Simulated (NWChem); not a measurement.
The numbers come from NWChem runs, not from measurements. System: CAuClO, charge -1, spin multiplicity 2, at the geometry of a parent with another charge or spin, in a state set for the comparison that need not be this species' ground state. Its SCF solution wasn't tested for a lower state. Level: UMP2/def2-SVPD with def2 effective core potentials on Au, 11 core orbitals frozen.

Output (cleaned and shortened):

```
             Northwest Computational Chemistry Package (NWChem) 7.3.0
             --------------------------------------------------------

                                NWChem Input Module
                                -------------------

 Scaling coordinates for geometry "geometry" by  1.889725989
 (inverse scale =  0.529177249)

 Turning off AUTOSYM since
 SYMMETRY directive was detected!

                             Geometry "geometry" -> ""
                             -------------------------

 Output coordinates in angstroms (scale by  1.889725989 to convert to a.u.)

  No.       Tag          Charge          X              Y              Z
 ---- ---------------- ---------- -------------- -------------- --------------
    1 Au                  79.0000     0.00000000     0.00000000    -0.02467000
    2 Cl                  17.0000     0.00000000     0.00000000     2.23556400
    3 O                    8.0000     0.00000000     0.00000000    -3.06819100
    4 C                    6.0000     0.00000000     0.00000000    -1.91835900

 Effective nuclear repulsion energy (a.u.)     605.4254066287

            Nuclear Dipole moment (a.u.)
            ----------------------------
        X                 Y               Z
 ---------------- ---------------- ----------------
     0.0000000000     0.0000000000    -0.0000453534

      Symmetry information
      --------------------

 Group name             C2v
 Group number             16
 Group order               4
 No. of unique centers     4

      Symmetry unique atoms

     1    2    3    4


 Summary of "ao basis" -> "" (spherical)
 ------------------------------------------------------------------------------
       Tag                 Description            Shells   Functions and Types
 ---------------- ------------------------------  ------  ---------------------
 *                         def2-svpd                  on all atoms

 Summary of "ao basis" -> "ao basis" (spherical)
 ------------------------------------------------------------------------------
       Tag                 Description            Shells   Functions and Types
 ---------------- ------------------------------  ------  ---------------------
 Au                        def2-svpd                13       35   6s4p2d1f
 Cl                        def2-svpd                11       27   5s4p2d
 O                         def2-svpd                 9       23   4s3p2d
 C                         def2-svpd                 8       20   4s2p2d
[...]
     2   0 2 0    -36.920119    -18.963099    -17.957019      0.000000
     2   0 1 1     -0.000000     -0.000000     -0.000000      0.000000
     2   0 0 2    -61.084682   -363.597393   -348.721675    651.234386

                   NWChem MP2 Semi-direct Energy/Gradient Module
                   ---------------------------------------------

  Basis functions       =    105
  Molecular orbitals    =    105
  Frozen core           =     11
  Frozen virtuals       =      0
  Active alpha occupied =     15
  Active beta occupied  =     14
  Active alpha virtual  =     79
  Active beta virtual   =     80
  Use MO symmetry       = T
  Use skeleton AO sym   = T

  AO/Fock/Back tols     =   1.0D-09  1.0D-09  1.0D-09

 GA uses MA = F    GA memory limited = T

 Available:
  local mem=  1.26D+08
 global mem=  1.44D+08
 local disk=  0.00D+00
  mp2_memr nvloc                    79
  nvloc new                    79
   1 passes of  15:        4194304                      81717                  21408889.
   1 passes of  15: M    126139065           G      144157150           F     121944761.

 Semi-direct pass number   1 of   1  for UHF alpha       at        1.6s
  vrange nnbf                  5309
  mp2_eaftype                    81  avail_ma_in_mb                  1099
 EAF : mp2_eaftype filesize          81   10704444.
  mp2_eaf for mointskh                     81
Node 0 wrote     50.3 Mb in      0.0 s     Agg I/O rate:  4479.5 Mb/s
 Done moints_semi at        3.3s
  mp2_eaftype                    81  avail_ma_in_mb                  1018
 EAF : mp2_eaftype filesize          81   10704444.
  mp2_eaf for kh                    81
 Done maket at        3.5s
 Done multipass loop at        3.5s

 GA uses MA = F    GA memory limited = T

 Available:
  local mem=  1.26D+08
 global mem=  1.44D+08
 local disk=  0.00D+00
  mp2_memr nvloc                    80
  nvloc new                    80
   1 passes of  14:        4194304                      78468                  20235600.
   1 passes of  14: M    126139065           G      144157150           F     121944761.

 Semi-direct pass number   1 of   1  for UHF beta        at        3.5s
  vrange nnbf                  5309
  mp2_eaftype                    77  avail_ma_in_mb                  1099
 EAF : mp2_eaftype filesize          77   10117800.
  mp2_eaf for mointskh                     77
Node 0 wrote     47.6 Mb in      0.0 s     Agg I/O rate:  7264.2 Mb/s
 Done moints_semi at        5.2s
  mp2_eaftype                    77  avail_ma_in_mb                  1022
 EAF : mp2_eaftype filesize          77   10117800.
  mp2_eaf for kh                    77
 Done maket at        5.3s
 Done multipass loop at        5.3s

          -------------------------------------------
          SCF energy                -706.856548401110
          Correlation energy          -0.756790438432
          Singlet pairs                0.000000000000
          Triplet pairs                0.000000000000
          Total MP2 energy          -707.613338839542
          -------------------------------------------

          ---------------------------------------------------
                    Spin Component Scaled (SCS) MP2
          Same spin pairs                     -0.237266207426
          Same spin scaling factor             0.333333333333
          Opposite spin pairs                 -0.519524231006
          Opposite spin scaling fact.          1.200000000000
          SCS-MP2 correlation energy          -0.702517813016
          Total SCS-MP2 energy              -707.559066214126
          ---------------------------------------------------

 -----------------------
 Performance information
 -----------------------

 Timer overhead =  1.27D-07 seconds/call

               Nr. of calls         CPU time (s)                 Wall time (s)                GFlops
             ---------------    -------------------     ------------------------------   -------------------
Name         Min   Avg   Max    Min     Avg     Max     Min     Avg     Max   Mx/calls   Min     Max     Sum
mp2: moin     2     2     2    3.5     3.5     3.5      3.5     3.5     3.5     1.7      0.0     0.0     0.0
mp2: make     2     2     2   0.24    0.24    0.24     0.24    0.24    0.24    0.12      0.0     0.0     0.0
mp2: tota     1     1     1    3.8     3.8     3.8      3.8     3.8     3.8     3.8      0.0     0.0     0.0

 The average no. of pstat calls per process was 5.00D+00
 with a timing overhead of 6.34D-07s

 Task  times  cpu:        5.3s     wall:        5.3s

 Total times  cpu:        5.3s     wall:        5.3s
```

Write an NWChem input that would produce this output.

One answer among several that fit: 
```
start mol
memory heap 200 mb stack 900 mb global 1100 mb
charge -1
geometry units angstroms nocenter noautoz
  Au     0.000000     0.000000    -0.024670
  Cl     0.000000     0.000000     2.235564
  O      0.000000     0.000000    -3.068191
  C      0.000000     0.000000    -1.918359
  symmetry group C2v
end
basis spherical
  * library def2-svpd
end
ecp
  Au library def2-ecp
end
scf
  uhf
  nopen 1
  maxiter 100
  thresh 1e-7
  semidirect memsize 60000000 filesize 0
  # guess.movecs holds the orbitals of an unrestricted PBE0 run
  vectors input guess.movecs output mol.movecs
end
mp2
  freeze core 11
end
task mp2 energy
```
